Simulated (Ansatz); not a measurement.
`BN(B)CC=C` + `CCI` → `BCCI` + `BNCC=C`  (formal exchange of groups at a B–N bond)

Gas-phase electronic energies from Ansatz, PBE0-D4/def2-TZVP geometries. CCSD(T)/CBS adds triple-zeta CCSD(T) − MP2 to the extrapolated MP2 energy (def2 sets, frozen cores). Elements past krypton have def2 core potentials. For I outer-core shells are correlated without core-valence functions, which leaves a few kJ/mol of doubt a bond. Each species was taken in one conformer, which may not be the lowest.

```json
{"level": "SCS-MP2/def2-TZVPP", "ΔE (kJ/mol)": "103.0"}
{"level": "MP2/CBS(def2)", "ΔE (kJ/mol)": "103.4"}
```

(1) What does CCSD(T)/CBS give? (Estimate.)

Largest T1 diagnostic among the species: 0.012.

Answers

(1) The calculation gave: +99.8 kJ/mol. The listed levels differ from it by 3.2, 3.6 kJ/mol.

From PBE to PBE0 (25 % exact exchange), in def2-TZVPP and without D4, ΔE moves by +3.4 kJ/mol. In def2-TZVPP, CCSD(T) changes the Hartree–Fock value by +3.5 kJ/mol (the triples alone add +1.3 kJ/mol) and MP2 by +7.1 kJ/mol. The D4 term adds +6.8 kJ/mol with B3LYP and +3.7 kJ/mol with PBE0; it sums over pairs of atoms, weighted by their polarisabilities, and B3LYP, whose exchange is more repulsive, gets the larger term.

B3LYP here is the variant with VWN-RPA as its local correlation; programs differ in this.
